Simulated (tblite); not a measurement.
C4H8BrClGa (charge -1).
Numbering: `[CH2:1]=[CH:2][C@@H:3]([CH3:4])[Ga@H-:5]([Cl:6])[Br:7]` (hydrogens: H8, H9 on C1; H10 on C2; H11 on C3; H12, H13, H14 on C4; H15 on Ga5)
Bond orders are those of one Lewis drawing.

Computed with GFN2-xTB (tblite), gas phase: L-BFGS steps from a force-field or distance-geometry start until the largest atomic force falls under 0.01 eV/Å.

Step 31: E = -621.5834 eV
```
atom  x, y, z in Å  |  force x, y, z in eV/Å
C1      1.2839    1.7827   -0.5898    0.054  -0.001   0.003
C2      1.0652    0.5807   -0.0714   -0.012  -0.002  -0.053
C3     -0.0150   -0.3489   -0.4589   -0.201   0.080   0.048
C4      0.3834   -1.8028   -0.2314    0.040  -0.145   0.074
Ga5    -1.7259    0.1805    0.6660    0.107   0.026  -0.034
Cl6    -2.7841    1.8856   -0.1123    0.027  -0.013  -0.026
Br7    -1.0826    0.6577    2.8595   -0.011  -0.048   0.013
H8      0.6869    2.1621   -1.4032   -0.032   0.031  -0.069
H9      2.0584    2.4321   -0.2132   -0.009   0.027  -0.006
H10     1.6826    0.2419    0.7543    0.053   0.016   0.087
H11    -0.2706   -0.2071   -1.5202    0.046   0.044  -0.038
H12     0.7075   -1.9457    0.8016   -0.009  -0.021   0.026
H13    -0.4552   -2.4828   -0.4088   -0.018   0.065  -0.031
H14     1.2095   -2.1003   -0.8860   -0.003  -0.009  -0.032
H15    -2.7486   -1.0278    0.7917   -0.032  -0.052   0.037
```

Step 32: E = -621.5842 eV
```
atom  x, y, z in Å  |  force x, y, z in eV/Å
C1      1.3066    1.7690   -0.6127   -0.077  -0.109   0.011
C2      1.0433    0.5906   -0.0529    0.096   0.125  -0.054
C3     -0.0264   -0.3443   -0.4551   -0.151   0.029   0.037
C4      0.3897   -1.7971   -0.2422    0.041  -0.138   0.079
Ga5    -1.7340    0.1758    0.6715    0.067  -0.006   0.028
Cl6    -2.7986    1.8876   -0.0808    0.030  -0.013  -0.038
Br7    -1.0812    0.6404    2.8680   -0.019  -0.055  -0.004
H8      0.7560    2.1290   -1.4758    0.097  -0.074   0.129
H9      2.0658    2.4220   -0.2111   -0.021   0.042  -0.049
H10     1.6164    0.2782    0.8232   -0.054   0.092  -0.105
H11    -0.2816   -0.1970   -1.5150    0.060   0.065  -0.059
H12     0.7383   -1.9365    0.7835   -0.020  -0.043   0.014
H13    -0.4441   -2.4871   -0.4057   -0.022   0.084  -0.012
H14     1.2045   -2.0863   -0.9161   -0.018   0.025  -0.007
H15    -2.7590   -1.0363    0.7992   -0.010  -0.023   0.030
```

Step 33: E = -621.5866 eV
```
atom  x, y, z in Å  |  force x, y, z in eV/Å
C1      1.2970    1.7745   -0.6021   -0.009   0.016  -0.026
C2      1.0533    0.5870   -0.0618    0.001  -0.024  -0.014
C3     -0.0242   -0.3454   -0.4551   -0.072   0.008   0.006
C4      0.3870   -1.8010   -0.2363    0.012  -0.058   0.042
Ga5    -1.7278    0.1788    0.6676    0.031  -0.015   0.031
Cl6    -2.7902    1.8865   -0.0968    0.028  -0.011  -0.033
Br7    -1.0815    0.6464    2.8644   -0.015  -0.050  -0.001
H8      0.7250    2.1428   -1.4411    0.011  -0.002  -0.016
H9      2.0619    2.4274   -0.2132    0.005   0.037  -0.016
H10     1.6465    0.2652    0.7914    0.009   0.027   0.020
H11    -0.2766   -0.2008   -1.5171    0.048   0.049  -0.031
H12     0.7234   -1.9413    0.7924   -0.009  -0.041   0.032
H13    -0.4499   -2.4836   -0.4083   -0.032   0.053  -0.013
H14     1.2061   -2.0935   -0.9027   -0.011   0.020  -0.010
H15    -2.7545   -1.0348    0.7969    0.001  -0.010   0.027
```

Step 34: E = -621.5874 eV
```
atom  x, y, z in Å  |  force x, y, z in eV/Å
C1      1.2999    1.7727   -0.6050    0.002   0.014  -0.003
C2      1.0506    0.5887   -0.0596   -0.012  -0.028  -0.010
C3     -0.0274   -0.3443   -0.4533   -0.007  -0.013  -0.011
C4      0.3877   -1.8012   -0.2367   -0.006  -0.007   0.021
Ga5    -1.7278    0.1778    0.6682    0.004  -0.020   0.041
Cl6    -2.7898    1.8867   -0.0952    0.030  -0.015  -0.030
Br7    -1.0805    0.6425    2.8649   -0.015  -0.048   0.003
H8      0.7336    2.1377   -1.4482   -0.002   0.006  -0.039
H9      2.0629    2.4274   -0.2144    0.001   0.027  -0.019
H10     1.6381    0.2719    0.7994    0.009   0.019   0.016
H11    -0.2785   -0.1983   -1.5159    0.049   0.041  -0.021
H12     0.7263   -1.9413    0.7910   -0.009  -0.045   0.033
H13    -0.4496   -2.4826   -0.4089   -0.037   0.038  -0.006
H14     1.2049   -2.0923   -0.9063   -0.013   0.029  -0.001
H15    -2.7547   -1.0375    0.7979    0.006   0.001   0.025
```

**Question.** Estimate the geometry and energy of step 35. (The exact step hangs on the optimiser's Hessian estimate; all steps are aligned on step 34, rigid shifts and turns removed.)

**Answer.** E = -621.5884 eV, largest force 0.091 eV/Å
```
atom  x, y, z in Å  |  force x, y, z in eV/Å
C1      1.3064    1.7688   -0.6110   -0.008   0.010   0.002
C2      1.0445    0.5923   -0.0549   -0.009  -0.015   0.013
C3     -0.0328   -0.3427   -0.4507    0.082  -0.028  -0.027
C4      0.3891   -1.8008   -0.2383   -0.031   0.058  -0.008
Ga5    -1.7294    0.1752    0.6709   -0.027  -0.024   0.042
Cl6    -2.7898    1.8872   -0.0905    0.033  -0.025  -0.025
Br7    -1.0794    0.6333    2.8664   -0.013  -0.042   0.018
H8      0.7536    2.1261   -1.4666    0.002   0.002  -0.038
H9      2.0652    2.4271   -0.2167   -0.010   0.009  -0.025
H10     1.6191    0.2874    0.8184   -0.008   0.009  -0.013
H11    -0.2817   -0.1928   -1.5139    0.050   0.026  -0.005
H12     0.7332   -1.9413    0.7876   -0.012  -0.048   0.023
H13    -0.4490   -2.4806   -0.4096   -0.040   0.016   0.006
H14     1.2022   -2.0888   -0.9145   -0.016   0.038   0.015
H15    -2.7556   -1.0423    0.8015    0.009   0.013   0.021
```

The energy changes by -0.0010 eV. The first-order estimate −F·Δx gives -0.0015 eV and the mean of the old and new forces, exact on a quadratic surface, -0.0010 eV. The step makes an angle of 79° with the force vector and moves no atom by more than 0.031 Å.

The cost below is that of the whole relaxation. On one thread, Intel Xeon at 2.70 GHz (x86_64) (shared host), this took 2.1 s wall.
